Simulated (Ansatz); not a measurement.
H3FSi2, SMILES `F[Si][SiH3]` (excited triplet) (charge 0, multiplicity 3). This triplet is an excited state, 1.07 eV above the relaxed singlet at the level frozen-core CCSD(T)/cc-pVTZ // PBE0-D3(BJ)/def2-TZVP (Ansatz, a first-principles code).

Cartesian coordinates (Å):
```xyz
6

F      2.6468     0.4301     0.2819
Si     1.5496    -0.6230    -0.2552
Si    -0.6943    -0.0165    -0.0277
H     -1.4053    -1.1832    -0.6083
H     -1.0173     1.2209    -0.7874
H     -1.0794     0.1717     1.3967
```
Charge 0, spin multiplicity 3.

Problem. Give the natural occupations of the active orbitals, the CASSCF energy and the corrected energy for frozen-core fic-MRCISD+Q@CASSCF(6e,6o)/cc-pVTZ // PBE0-D3(BJ)/def2-TZVP (Ansatz).

Solution. 
* **natural occupations**: 1.98, 1.98, 1.00, 1.00, 0.02, 0.02
* **CASSCF energy**: -679.1202 Ha
* **corrected energy**: -679.5857 Ha
* **weight of the reference**: 0.894
